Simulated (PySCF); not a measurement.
How methods differ on the excitation energy of Rh²⁺

Rh²⁺ [Kr] 4d7 (4F) → Rh²⁺ [Kr] 4d6 5p1 (high-spin determinant), as a difference of total energies. Calculation: PySCF 2.14, in aug-cc-pVTZ-DK; scalar relativity by spin-free X2C-1e. Correlated levels: valence: [Kr] frozen. The calculations carry no spin-orbit coupling.

```csv
method,excitation energy (eV)
UHF,10.622
MP2 (valence),11.434
SCS-MP2 (valence),11.862
CCSD (valence),11.336
CCSD(T) (valence),11.342
```

Task: How much does correlation contribute at CCSD(T) (valence)?

Result: 11.342 − (10.622) = 0.720 eV, measured against UHF.

A first-order spin-orbit estimate (lowest level to lowest level, LS coupling) adds 0.190 eV.

The determinant of the upper state mixes LS terms, which raises its energy above the lowest term, most at the Hartree-Fock and MP2 levels.
